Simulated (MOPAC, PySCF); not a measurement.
C₆H₅F₃OSi, SMILES `O=C[Si]1(C(F)(F)F)C=CC=C1` (O–C–Si–C torsion 175°), neutral singlet in the gas phase. 

Cartesian coordinates (Å):
```xyz
16

O     -0.6616    -2.9082    -0.3643
C     -1.2982    -1.8898    -0.2351
Si    -0.3998    -0.1884     0.0018
C     -1.8127     1.0928     0.3115
F     -1.3807     2.3530     0.4871
F     -2.6768     1.1041    -0.7333
F     -2.5316     0.7552     1.4090
C      0.7543     0.2901    -1.3846
C      1.9815     0.3913    -0.8251
C      2.0848     0.1404     0.6389
C      0.9435    -0.1685     1.2955
H     -2.4246    -1.9132    -0.2585
H      0.5681     0.4530    -2.4467
H      2.8834     0.6473    -1.3917
H      3.0615     0.2142     1.1293
H      0.9089    -0.3733     2.3661
```
Charge 0, multiplicity 1.

All levels are single points at this geometry (B3LYP-D3(BJ)/def2-SVP); Pople sets use spherical d functions. Orbital energies aren't observables, and empty levels follow the basis.

SVWN5/6-31G* in PySCF gives HOMO (eV) = -5.60.

Q: Estimate the HOMO (eV) from each of these levels: B3LYP-D3(BJ)/def2-TZVP in PySCF; B3LYP/3-21G in PySCF; B3LYP/6-31G* in PySCF; B3LYP/LANL2DZ in PySCF; HF/3-21G in PySCF; PM3 in MOPAC; PM6 in MOPAC; PM7 in MOPAC.

A: 
```tsv
level	HOMO (eV)
B3LYP-D3(BJ)/def2-TZVP in PySCF	-7.11
B3LYP/3-21G in PySCF	-6.62
B3LYP/6-31G* in PySCF	-6.75
B3LYP/LANL2DZ in PySCF	-7.18
HF/3-21G in PySCF	-9.50
PM3 in MOPAC	-9.71
PM6 in MOPAC	-9.20
PM7 in MOPAC	-10.09
```
